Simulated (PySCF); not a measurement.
C7H5NO2S, SMILES c1c2C(N(C(c2cs1)=O)C)=O. Heavy atoms are numbered as in [CH3:1][N:2]1[C:3](=[O:4])[c:5]2[cH:6][s:7][cH:8][c:9]2[C:10]1=[O:11]. Hydrogens are named by the atom that carries them.

Geometry: TPSSh-D3(BJ)/def2-SVP. A frequency run showed that this geometry is not a minimum.

Calculation: PBE0/pcSseg-1 in PySCF.

GIAO shieldings, no solvent; atoms alike by connectivity are averaged. δ = σ(ref) − σ: ¹³C against TMS (σ = 186.3 ppm); ¹⁵N against NH3 (σ = 267.4 ppm); ¹⁷O against H2O (σ = 334.2 ppm); ³³S against H2S (σ = 716.7 ppm); ¹H against TMS (σ = 31.56 ppm), references at their B3LYP-D3(BJ)/def2-TZVP geometries, non-relativistic.

```csv
nucleus,atoms,count,δ (ppm)
¹³C,C3,2,168.6
¹³C,C5,2,144.0
¹³C,C6 (CH),2,136.6
¹³C,C1 (CH3),1,27.4
¹⁵N,N2,1,203.1
¹⁷O,O4,2,464.7
³³S,S7,1,513.4
¹H,H on C6,2,7.93
¹H,H on C1,3,3.45
```
